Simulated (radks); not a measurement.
Values are calculated unless marked as measured or tabulated.
How relativity changes the ionisation of the platinum ion Pt3+ ([Xe] 4f14 5d7) to Pt4+ ([Xe] 4f14 5d6). Spin-unpolarised spherical Kohn-Sham, LDA (Slater exchange, Perdew-Wang correlation), point nucleus unless stated (finite: rms radius 5.427 fm), a radial shooting solver on a logarithmic mesh with Libxc functionals. A level marked "c x" has the speed of light scaled by that factor and shares open shells by 2j + 1; other Dirac levels either fill j = l - 1/2 first or share by 2j + 1.

level                               E(Pt3+) (hartree)  E(Pt4+) (hartree)  IE (eV)   HOMO  <r> HOMO (bohr)
non-rel.                                  -17324.2742        -17322.5459   47.031     5d            1.467
scalar-rel.                               -18400.9478        -18399.2591   45.953     5d            1.488
scalar-rel., finite nucleus               -18397.1268        -18395.4380   45.954     5d            1.488
Dirac, 2j+1 shares                        -18434.1405        -18432.4525   45.935  5d5/2            1.508
Dirac, low j first                        -18434.2133        -18432.5580   45.045  5d5/2            1.511
Dirac, 2j+1 shares, finite nucleus        -18430.2773        -18428.5892   45.936  5d5/2            1.508
Dirac, c x 0.85                           -18993.3996        -18991.7261   45.540  5d5/2            1.526
Dirac, c x 1.25                           -17987.8506        -17986.1484   46.319  5d5/2            1.493
Dirac, c x 1.5                            -17769.7498        -17768.0397   46.533  5d5/2            1.485

NIST Atomic Spectra Database: 43 eV (theoretical). The relativistic part of the total energy of Pt3+ is -1106 hartree (Dirac, 2j+1 shares, finite nucleus), 6.4 % of the non-relativistic value. Spin polarisation and multiplet splitting of open shells are left out at every level.

Beside tabulated values, note that relativity, absent from the non-relativistic runs, is large for the heavy elements, and spin-unpolarised runs miss the spin-polarisation part of the exchange energy of open shells.
